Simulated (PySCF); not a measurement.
Basis and Hamiltonian dependence of the excitation energy of V⁺

V⁺ [Ar] 3d4 (5D) → V⁺ [Ar] 3d3 4s1, s spin flipped. All values are computed (PySCF 2.14, energy differences of UHF-based or UKS calculations, no spin-orbit coupling). Values in eV.

```
         basis       Hamiltonian  functions    UHF    LDA   PBE0  MP2 (valence)
aug-cc-pVDZ-DK     spin-free X2C         59  0.296  1.511  1.262          0.661
   aug-cc-pVDZ  non-relativistic         59  0.489  1.705    n/a          0.863
   def2-TZVPPD  non-relativistic         67  0.469  1.750  1.455          0.848
   aug-cc-pVTZ  non-relativistic         93  0.467  1.759  1.459          0.836
    dyall-av2z  non-relativistic        101  0.469  1.748  1.458          0.838
```

Frozen in the all-electron rows: valence: [Ar].

In the upper determinant the s electron has its spin opposite to the other open shell, which mixes two multiplicities. Non-relativistic rows lack the scalar-relativistic shift.
